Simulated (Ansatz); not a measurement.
Computed with Ansatz.

A structure relaxed at PBE0-D4/def2-TZVP, charge 0, multiplicity 1:

Cartesian coordinates in Å:
```
C -0.341 0.212 -1.350
Si 0.746 -0.517 -0.001
C -0.353 0.189 1.351
Se -1.170 1.391 0.007
H 0.156 0.782 -2.133
H -1.087 -0.451 -1.787
H 2.086 0.126 0.010
H 0.927 -1.998 -0.013
H -1.102 -0.481 1.770
H 0.138 0.746 2.147
```

Question: Give its formula and SMILES.

Answer: C2H6SeSi, `C1[SiH2]C[Se]1`.

Question: Point group (tolerance 0.08 Å, 0.16 Å for H)?

Answer: Cs.

Question: Summarise the bond lengths by kind.

Answer: 2 × C–Si 1.880 Å; 2 × C–Se 1.980 Å; 4 × C–H 1.088 to 1.089 Å; 2 × H–Si 1.486 to 1.491 Å.
